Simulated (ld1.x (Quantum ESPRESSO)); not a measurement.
## An all-electron radial function and its pseudo partner (Co)

Columns: radius, all-electron u(r) and pseudo u(r) of the 4s shell (level -4.38 eV) of cobalt in the configuration [Ar] 3d8 4s1 4p0; PBEsol, scalar-relativistic, TM scheme, ld1.x (Quantum ESPRESSO) 7.5.

```tsv
r (bohr)	all-electron	pseudo
0.145	-0.1412	-0.0163
0.290	-0.0254	-0.0340
0.435	0.1827	-0.0547
0.580	0.2527	-0.0800
0.725	0.2016	-0.1118
0.870	0.0888	-0.1518
1.015	-0.0428	-0.2011
1.160	-0.1699	-0.2594
1.305	-0.2819	-0.3242
1.450	-0.3753	-0.3912
1.595	-0.4501	-0.4543
1.740	-0.5077	-0.5083
1.885	-0.5501	-0.5502
2.030	-0.5796	-0.5796
2.175	-0.5982	-0.5982
2.320	-0.6077	-0.6077
2.465	-0.6095	-0.6095
2.610	-0.6052	-0.6052
2.755	-0.5960	-0.5960
2.900	-0.5827	-0.5827
3.045	-0.5664	-0.5664
3.190	-0.5477	-0.5477
3.335	-0.5272	-0.5272
3.480	-0.5055	-0.5055
3.625	-0.4829	-0.4829
3.770	-0.4600	-0.4600
```

Problem. How many radial nodes do the two functions have?

Solution. The all-electron 4s function has n − l − 1 = 3 (the table is too coarse to show those close to the nucleus); the pseudo-wave has 0, since the states of the same l below it are removed with the core.

Problem. At about which radius was the pseudo-wave matched?

Solution. 2.05 bohr. The columns agree to 0.0005 from 1.89 bohr on; several derivatives are matched, so the curves merge somewhat inside the radius.

Problem. Where does each function peak?

Solution. Outermost all-electron maximum near 2.46 bohr, pseudo maximum near 2.46 bohr (to the table’s step).

Problem. Is the pseudo-wave norm-conserving?

Solution. Yes: the TM scheme keeps the norm inside the radius equal to the all-electron one, which fixes the energy derivative of the logarithmic derivative at the level.
